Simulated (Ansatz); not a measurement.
## Energy profile

The step: Si₂H₆S₂ ([SiH3][SiH]([SH])[SH]) → Si₂H₄S ([SiH3][SiH][S]) + H₂S (still joined by a long Si–S bond); bonds formed: S2–H4; bonds broken: S3–H4; bonds weakened to dative contacts: Si1–S2 (atoms numbered as in the saddle structure below).

| atom | x (Å) | y (Å) | z (Å) |
| --- | --- | --- | --- |
| Si1 | -0.5157 | -0.3383 | -0.7624 |
| S2 | 1.2742 | 1.0472 | -1.4811 |
| S3 | 0.3059 | -2.0393 | -1.4717 |
| H4 | 1.3184 | -0.3370 | -1.9502 |
| H5 | -1.5787 | 0.3767 | -1.5269 |
| Si6 | -0.6946 | 0.0819 | 1.5361 |
| H7 | 2.0505 | 0.7182 | -0.4334 |
| H8 | -1.1494 | 1.4752 | 1.7976 |
| H9 | 0.6477 | -0.1129 | 2.1481 |
| H10 | -1.6582 | -0.8719 | 2.1438 |

Electronic energies by CCSD(T) at an estimated basis limit (MP2 extrapolated from triple and quadruple zeta, plus CCSD(T) − MP2 in triple zeta), on PBE0-D4/def2-TZVP structures; Si2H6S2, closed shell; no counterpoise correction. Program: Ansatz 0.2.0. Basis: def2-TZVPP and def2-QZVPP. Cores are frozen in the correlated methods. Extrapolation: Hartree–Fock as exp(−7.88 √X), correlation as X^−2.97.

Task: Give the profile in kcal/mol, counted from the start structure. (Judge from chemistry; the value comes from the calculation.)

Result: Computed:
```tsv
point	kcal/mol
start structure	0.00
saddle	37.81
end structure	32.00
separated: Si2H4S (linked as [SiH3][SiH][S]; Si1, S3, H5, Si6, H8, H9, H10; singlet) + H2S (S2, H4, H7; singlet)	40.86
```

No T1 diagnostic of these runs exceeds 0.018.

For scale, one of the runs: CCSD(T)/def2-TZVPP, 252 basis functions, launched by `ansatz run in.yaml --threads 4 --pin off --events-out ev --progress --plain --max-ram 9574MiB`. Hardware: 4 CPU threads of an Arm Neoverse V2, shared host. Wall time 67 s; peak host memory 4.6 GiB.
